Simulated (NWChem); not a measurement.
System: CH5FSSi; SMILES CS[SiH2]F

NWChem input:

```
start job
memory heap 200 mb stack 900 mb global 1100 mb
geometry units angstroms noautoz
  Si     0.459996     1.038868    -0.161011
  F     -0.664136     1.999875     0.494861
  S      0.394527    -0.957760     0.566677
  C     -1.115077    -1.598507    -0.285558
  H      0.216081     1.043254    -1.625297
  H      1.798121     1.553850     0.210081
  H     -1.131363    -2.677768    -0.121767
  H     -2.019063    -1.158579     0.140006
  H     -1.071491    -1.401850    -1.359585
end
basis spherical
  Si library def2-svp
  F library def2-svp
  S library def2-svp
  C library def2-svp
  H library def2-svp
end
dft
  xc b3lyp
  iterations 150
  mulliken
end
task dft energy
```

Geometry: optimised at B3LYP/6-31G* (spherical d).

**Question.** Give the results of this calculation. (B3LYP/def2-SVP.) Quantities: energy (Ha); highest occupied level (eV); orbital gap (eV); dipole (D).

**Answer.** 
```yaml
energy (Ha): -828.43
highest occupied level (eV): -6.99
orbital gap (eV): 7.29
dipole (D): 1.67
```
